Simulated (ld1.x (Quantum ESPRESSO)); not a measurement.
Varying the TM potential for phosphorus (P)

Base potential:

ld1.x (Quantum ESPRESSO) 7.5 input, shortened:

```
&input
   title='P', zed=15., rel=1, dft='PBE', iswitch=3,
   config='[Ne] 3s2 3p3'
 /
 &inputp
   pseudotype=2, tm=.true., lloc=-2, rcloc=1.40,
   nlcc=.true.
 /
2
3S  1  0   2.00   0.00  1.30  1.30  0.0
3P  2  1   3.00   0.00  1.60  1.60  0.0
 &test
   configts(1)='3s2 3p3'
 /
```

Cutoffs, loose and tight: the cutoffs (Ry, on a coarse ladder) from which the occupation-weighted sum of valence levels, in a spherical-Bessel basis at the reference potential, stays within 10 and 1 mRy of its value at 400 Ry. They do not see the model core or the augmentation charge, which bear on the density cutoff. Test errors are all-electron minus pseudo excitation energies from the reference, over the configurations 3s2 3p2; 3s2 3p1; 3s2 3p0; 3s1 3p0; 3s2 3p3.3; 3s1 3p3; 3s2 3p2.5. A dash means not determined; rows that change the core or the reference have their own tests.

The default core radius of the base comes out at 0.99 bohr.

| change | outcome | cutoff, loose | cutoff, tight | bound ghosts | largest test error (meV) |
| --- | --- | --- | --- | --- | --- |
| base | generated | 35 Ry | 80 Ry | none | +213 |
| non-relativistic | generated | 35 Ry | 80 Ry | none | +218 |
| local potential the s channel | generated | 40 Ry | 80 Ry | none | +186 |
| core correction a·sin(br)/r model core inside 0.90 bohr | generated | 35 Ry | 80 Ry | none | +187 |
| wave 3p (bound): rc 1.60 bohr becomes 3p (bound): rc 1.54 bohr | generated | 35 Ry | 80 Ry | none | +209 |
| local potential all-electron potential smoothed inside 1.86 bohr (lloc = -2) | generated | 35 Ry | 80 Ry | none | +177 |
| type ultrasoft; waves now 3s (bound): rcut 1.15, rcutus 1.30 bohr; 3s channel at -0.1 Ry: rcut 1.15, rcutus 1.30 bohr; 3p (bound): rcut 1.40, rcutus 1.60 bohr; 3p channel at 2.1 Ry: rcut 1.40, rcutus 1.60 bohr; local potential all-electron potential smoothed inside 1.35 bohr (lloc = -2); augmentation built from norm-conserving waves at rcut, not smoothed further | generated | 18 Ry | 35 Ry | none | +110 |

Problem. What comes out with this change to the base: wave 3s (bound): rc 1.30 bohr becomes 3s (bound): rc 1.56 bohr?

Solution. outcome: generated; cutoff, loose: 21 Ry; cutoff, tight: 50 Ry; bound ghosts: none; largest test error (meV): +208.

Problem. What comes out with this change to the base: type RRKJ; local potential all-electron potential smoothed inside 1.50 bohr (lloc = -1); rho0 0.005?

Solution. outcome: generated; cutoff, loose: 25 Ry; cutoff, tight: 80 Ry; bound ghosts: none; largest test error (meV): +247.

Problem. What comes out with this change to the base: reference 3s2 3p1?

Solution. outcome: generated; cutoff, loose: 40 Ry; cutoff, tight: 80 Ry; bound ghosts: none; largest test error (meV): +36.
